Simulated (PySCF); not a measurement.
# How methods differ on the ionisation energy of Te²⁺

Te²⁺ [Kr] 4d10 5s2 5p2 (3P) → Te³⁺ [Kr] 4d10 5s2 5p1 (2P), as a difference of total energies. Calculation: PySCF 2.14, in def2-QZVPPD with the def2 core potential (28 electrons); scalar relativity through the core potential. Correlated levels: valence: 4s2 4p6 4d10 frozen. The calculations carry no spin-orbit coupling.

| method | ionisation energy (eV) |
| --- | --- |
| UHF | 26.969 |
| MP2 (valence) | 27.343 |
| SCS-MP2 (valence) | 27.279 |
| CCSD (valence) | 27.373 |
| CCSD(T) (valence) | 27.397 |

Question: How much does correlation contribute at CCSD(T) (valence)?

Answer: 27.397 − (26.969) = 0.428 eV, measured against UHF.

The reference lies between the lowest fine-structure levels, while these numbers refer to the centres of the terms.

Errors of the correlated levels include the incompleteness of this basis and the frozen core.

For comparison: 27.84 ± 0.04 eV (measured; NIST Atomic Spectra Database, ionization energies).
